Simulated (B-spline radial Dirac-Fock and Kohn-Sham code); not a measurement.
# Auger parameter of sulfur: the K level and its strongest K-LL line

These are calculated numbers from a B-spline atomic structure program; the model is Dirac-Fock energy differences between relaxed states, corrected for Breit and QED terms. The modified Auger parameter α′ is the binding energy plus the kinetic energy of the Auger electron; it does not depend on the energy zero. For free ions it tends to fall with charge, since less charge screens the final holes.

```tsv
species	configuration	binding 1s (eV)	Auger line	kinetic (eV)	α′ (eV)
S²⁻ (Watson 1.564 Å)	[Ne] 3s2 3p6	2474.5	L2L3 J=2	2103.0	4577.5
S²⁻ (Watson 1.84 Å)	[Ne] 3s2 3p6	2473.6	L2L3 J=2	2105.0	4578.6
S²⁻ (Watson 2.208 Å)	[Ne] 3s2 3p6	2472.4	L2L3 J=2	2107.1	4579.5
S²⁺	[Ne] 3s2 3p2	2510.0	L2L3 J=2	2062.6	4572.7
S³⁺	[Ne] 3s2 3p1	2528.3	L2L3 J=2	2044.4	4572.7
S³⁺ (Watson 2.4 Å)	[Ne] 3s2 3p1	2510.3	L2L3 J=2	2062.4	4572.7
S⁴⁺	[Ne] 3s2	2548.7	L2L3 J=2	2024.9	4573.6
S⁶⁺	[He] 2s2 2p6	2595.3	L2L3 J=2	1981.3	4576.6
S⁶⁺ (Watson 2.4 Å)	[He] 2s2 2p6	2559.3	L2L3 J=2	2017.3	4576.6
```
